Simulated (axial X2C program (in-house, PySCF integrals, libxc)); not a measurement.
## Ionising MnS

All values come from calculations with an axial X2C code built on PySCF integrals, spin-free (one-electron X2C) or two-component (2c: spin–orbit coupling with atomic mean-field Coulomb and Gaunt terms, which also bring small scalar terms), in Dyall basis sets with cores contracted in-house; open shells are unrestricted.

Basis sets: Mn dyall-cv3z, S dyall-av3z. Frozen shells (counts by l): MnS Mn 3s2p, S 2s1p, 13 electrons correlated; MnS⁺ Mn 3s2p, S 2s1p, 12 electrons correlated. Coupled cluster in natural virtuals with an MP2 remainder. Where the outer core of a metal is frozen, bonds come out longer and ionisation energies lower.

```tsv
Hamiltonian	level	MnS state	Re (Å)	ωe (cm⁻¹)	De (eV)
spin-free	PBE0	M_S = 5/2, Λ = 0	2.058	503.8	3.22
spin-free	CCSD	M_S = 5/2, Λ = 0	2.106	444.5	2.18
spin-free	CCSD(T)	M_S = 5/2, Λ = 0	2.093	459.5	2.35
2c	PBE0	Ω = 5/2	2.059	503.5	3.22
```

Adiabatic ionisation energy (minimum to minimum, no zero-point term) and constants of MnS⁺:

```json
{"Hamiltonian": "spin-free", "level": "PBE0", "MnS⁺ state": "M_S = 2, Λ = 1", "IE (eV)": "8.14", "Re (Å)": "2.144", "ωe (cm⁻¹)": "417.5", "De (eV)": "2.17", "fragments": "Mn+ + S"}
{"Hamiltonian": "spin-free", "level": "CCSD", "MnS⁺ state": "M_S = 2, Λ = 1", "IE (eV)": "7.64", "Re (Å)": "2.214", "ωe (cm⁻¹)": "398.7", "De (eV)": "1.75", "fragments": "Mn+ + S"}
{"Hamiltonian": "spin-free", "level": "CCSD(T)", "MnS⁺ state": "M_S = 2, Λ = 1", "IE (eV)": "7.75", "Re (Å)": "2.208", "ωe (cm⁻¹)": "400.0", "De (eV)": "1.88", "fragments": "Mn+ + S"}
{"Hamiltonian": "2c", "level": "PBE0", "MnS⁺ state": "Ω = 1", "IE (eV)": "8.11", "Re (Å)": "2.144", "ωe (cm⁻¹)": "417.5", "De (eV)": "2.20", "fragments": "Mn+ + S"}
```

Q: Add the zero-point terms to the ionisation energy at PBE0, 2c, and say whether the electron removed was bonding.

A: IE0 = IE + (ωe⁺ − ωe)/2 = 8.11 + (-0.005) = 8.10 eV. Re changes by 0.085 Å, so the bond lengthens, as on loss of a bonding electron.

Q: Close the cycle De(MnS⁺) + IE(MnS) = De(MnS) + IE(Mn) to find the atomic ionisation energy at PBE0, 2c.

A: IE(Mn) = 2.20 + 8.11 − 3.22 = 7.09 eV, for the determinants used.

Each entry is the lowest single determinant of a limited PBE0 search at one distance. De goes to single-determinant-based atoms at the same level (for ions the charge split of lowest energy) and is withheld (n/a) where an atom does not fit its ground term or J level. Main or longest-lived isotopes. One determinant is a doubtful description, or other states lie close, for MnS, MnS⁺; these need not be ground states, and all values refer to the states named. Some open-shell Ω = 0 determinants are out of reach, so the Ω given for MnS⁺ need not be the lowest component. With several unpaired electrons the Ω given is that of one determinant, not necessarily of the lowest component. Some light 2c atoms are not at their ground J level, so De misses part of their lowering (0.04 eV or less). The functionals have no current term, which raises determinants with orbital currents.
